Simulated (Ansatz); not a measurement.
Saddle point of GeH₅BrO, closed shell (GeH₄O ([OH][GeH3]) + HBr → GeH₃Br ([GeH3][Br]) + H₂O; bonds formed: Ge1–Br7, O2–H6; bonds broken: Ge1–O2, H6–Br7), PBE0-D4/def2-TZVP structure:

Ge1  (-0.398, -0.042, -0.760)
O2  (0.035, -0.410, 1.210)
H3  (0.145, -1.159, -1.643)
H4  (-1.839, -0.447, -0.326)
H5  (-0.525, 1.383, -1.298)
H6  (0.953, -0.012, 1.251)
Br7  (2.188, 0.688, -0.286)
H8  (-0.559, -0.001, 1.852)
(Å)

Energies are electronic, without zero-point energy. Barriers and step energies count from the start structure reached by relaxing down the imaginary mode; all methods use the PBE0-D4 structures, on which another method's saddle can fall below an end. Program: Ansatz 0.2.0. Basis: def2-TZVPP, with def2-QZVPP for the basis limit. Cores are frozen in the correlated methods. Filled d shells of the heavier atoms are correlated. The def2 sets are not built for correlating such inner shells, so the correlated values are less sure here. B3LYP uses VWN-RPA correlation. Extrapolation: Hartree–Fock as exp(−7.88 √X), correlation as X^−2.97.

| method | barrier (kJ/mol) | step energy (kJ/mol) |
| --- | --- | --- |
| SPW92 | 24.0 | -39.4 |
| PBE-D4 | 35.9 | -50.1 |
| BLYP-D4 | 46.7 | -45.1 |
| r2SCAN-D4 | ? | -50.0 |
| B97M-V | 49.5 | -49.5 |
| PBE0-D4 | 39.5 | -55.3 |
| B3LYP-D4 | 48.8 | -49.6 |
| r2SCAN0-D4 | 42.4 | -55.1 |
| BHLYP-D4 | 51.3 | -55.1 |
| CAM-B3LYP-D4 | 55.0 | -45.1 |
| wB97X-V | 51.3 | -51.6 |
| wB97M-V | 43.2 | -55.1 |
| B2PLYP | 55.2 | -47.8 |
| PBE-QIDH | ? | -54.3 |
| RPA on PBE | 63.0 | -47.3 |
| HF | 68.7 | -60.3 |
| MP2 | ? | -50.0 |
| CCSD | 61.4 | -51.9 |
| CCSD(T) | 58.1 | -50.0 |

Problem. Fill in the withheld barriers. (To be estimated.)

Solution. Computed: MP2 56.3; PBE-QIDH 47.2; r2SCAN-D4 41.4 kJ/mol. Each is the energy of the saddle less that of the start structure, by the same method.

For comparison, the barrier by CCSD(T) at an estimated basis limit (MP2 extrapolated from triple and quadruple zeta, plus CCSD(T) − MP2 in triple zeta) is 53.2 kJ/mol.

No T1 diagnostic of these runs exceeds 0.011.

Labels in which every atom is bracketed show which atoms are joined, not bond orders.

For scale, one of the runs: CCSD(T)/def2-TZVPP, 197 basis functions (an equivalent command: `ansatz run in.yaml --threads 4`). Hardware: 4 CPU threads, shared host. Wall time 100 s; peak host memory 2.5 GiB.
